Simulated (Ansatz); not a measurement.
**Worked example: C2H6Mg + AlHBr → C2H5Mg + AlH2Br**

Gas-phase species: C2H6Mg `C[CH2][MgH]`, singlet; AlHBr `[AlH][Br]`, doublet; C2H5Mg `C[CH2][Mg]`, doublet; AlH2Br `[AlH2][Br]`, singlet. A radical takes H: the energy is the difference in strength between the Mg–H bond broken and the Al–H bond made.

Shapes, held fixed at every level: PBE0-D4/def2-TZVP. Programs: Ansatz 0.2.0. The zero-point and thermal change to 298 K, harmonic and unscaled (PBE0-D4/def2-TZVP), is +4.9 kJ/mol.

At CCSD(T)/def2-TZVPP; 1 Eh = 2625.50 kJ/mol:

| species | energy (Eh) |
| --- | --- |
| C2H6Mg | -279.453920 |
| AlHBr | -2815.315840 |
| C2H5Mg | -278.841500 |
| AlH2Br | -2815.953408 |

Problem. Work out ΔH(298 K) of the reaction at this level.

Solution. 
1. Products less reactants: (-278.841500) + (-2815.953408) − [(-279.453920) + (-2815.315840)] = -0.025148 Eh = -66.0 kJ/mol.
2. With the thermal change: -66.0 + (+4.9) = -61.1 kJ/mol.

Other levels give -64.1 (BHLYP-D4/def2-TZVPP) to -57.5 kJ/mol (wB97X-V/def2-TZVPP). No measured value is set beside it here. Open shells run unrestricted. Relativity is left out for Br. Outer-core shells of Br, Mg are correlated, in sets that cover them unevenly.
